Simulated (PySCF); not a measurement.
# Energy of Nb²⁺ (niobium, charge +2) between two integer charges

The 4d alpha orbital of [Kr] 4d3 is emptied in steps (occupation f), with all orbitals relaxed, ending at [Kr] 4d2. Computed with PySCF 2.14 in def2-TZVP with the def2 core potential (28 electrons), with a scalar-relativistic core potential. The exact energy is a straight line in f; departures are measured from the line between the end points of the same method.

```json
{"f": "1", "BHandHLYP (eV)": "0.000", "wB97X (eV)": "0.000", "HSE06 (eV)": "0.000"}
{"f": "0.8", "BHandHLYP (eV)": "-0.394", "wB97X (eV)": "-0.223", "HSE06 (eV)": "-0.700"}
{"f": "0.6", "BHandHLYP (eV)": "-0.594", "wB97X (eV)": "-0.335", "HSE06 (eV)": "-1.052"}
{"f": "0.4", "BHandHLYP (eV)": "-0.595", "wB97X (eV)": "-0.333", "HSE06 (eV)": "-1.055"}
{"f": "0.2", "BHandHLYP (eV)": "-0.399", "wB97X (eV)": "-0.221", "HSE06 (eV)": "-0.704"}
{"f": "0", "BHandHLYP (eV)": "0.000", "wB97X (eV)": "0.000", "HSE06 (eV)": "0.000"}
```

```csv
method,E(f=0) − E(f=1) (eV),−ε at f=1 (eV),−ε at f=0.4 (eV)
BHandHLYP,25.316,22.859,25.802
wB97X,25.071,23.678,25.359
HSE06,25.515,21.154,26.384
```

Orbital energy along the path (eV):

| f | BHandHLYP | wB97X | HSE06 |
| --- | --- | --- | --- |
| 1 | -22.859 | -23.678 | -21.154 |
| 0.8 | -23.830 | -24.232 | -22.880 |
| 0.6 | -24.812 | -24.796 | -24.626 |
| 0.4 | -25.802 | -25.359 | -26.384 |
| 0.2 | -26.801 | -25.907 | -28.150 |
| 0 | -27.826 | -26.440 | -29.919 |

Reference removal energy between the ground levels: 25.04 eV (semi-empirical (NIST evaluation); NIST Atomic Spectra Database, ionization energies). The calculation has no spin-orbit coupling. The determinant left behind need not be the lowest term of the ion.
